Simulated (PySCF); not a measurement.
BHO. Atoms are numbered in the order given.

```xyz
3

H      0.0000     0.0000    -1.7737
B      0.0000     0.0000    -0.6009
O      0.0000     0.0000     0.5973
```
Charge 0, spin multiplicity 1.

Geometry: PBE0-D3(BJ)/def2-TZVPD.

Level of theory: PySCF with B3LYP/def2-TZVPD.

Isolated molecule, no solvent.

| Quantity | Result |
|---|---|
| total energy | -100.75849 hartree |
| point group | C∞v |
| highest occupied level | -10.18 eV |
| lowest empty level | -0.48 eV |
| orbital gap | 9.70 eV |
| dipole moment | 2.78 D |
| quadrupole, principal values (traceless, Buckingham form, about the centre of nuclear charge) | -0.11, -0.11, 0.22 D·Å |
| mean static polarisability | 16.9 bohr³ (2.51 Å³) |
| polarisability, principal values | 14.6, 14.6, 21.6 bohr³ |
